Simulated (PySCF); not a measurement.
# Nb⁺: ionisation energy

Nb⁺ [Kr] 4d4 (5D) → Nb²⁺ [Kr] 4d3 (4F), as a difference of total energies. All numbers are calculated (PySCF 2.14, scalar relativity by spin-free X2C-1e, in x2c-TZVPPall with one added diffuse shell each of s, p, d, f type (9s7p7d3f1g, 95 functions)). Correlated levels: valence and next inner shell: [Ar] 3d10 frozen. The calculations carry no spin-orbit coupling.

```
                                method  ionisation energy (eV)  plus first-order spin-orbit estimate  difference from reference of that sum (eV)
                                   UHF                  13.068                                13.016                                      -1.304
    MP2 (valence and next inner shell)                  14.099                                14.047                                      -0.273
SCS-MP2 (valence and next inner shell)                  13.722                                13.670                                      -0.650
   CCSD (valence and next inner shell)                  13.958                                13.906                                      -0.414
CCSD(T) (valence and next inner shell)                  14.009                                13.957                                      -0.363
```

Reference: 14.32 eV (semi-empirical (NIST evaluation); NIST Atomic Spectra Database, ionization energies).

A first-order spin-orbit estimate (lowest level to lowest level, LS coupling) adds -0.052 eV.

Errors of the correlated levels include the incompleteness of this basis and the frozen core.
